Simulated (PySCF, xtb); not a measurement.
SeF4, SMILES F[Se](F)(F)F.

GFN2-xTB in xtb at its own geometry gives an orbital gap of 6.67 eV and a dipole moment of 2.48 D.

Geometry optimised at TPSSh-D3(BJ)/def2-SVP. The isomer is the one that the SMILES or the coordinates give; other isomers of the formula were not compared.

Question: What does PySCF with PBE/def2-TZVP give? (An estimate is asked for; the answer gives what the named calculation found.)

Answer: gap 4.93 eV (levels -8.73 and -3.80 eV), dipole 1.78 D.
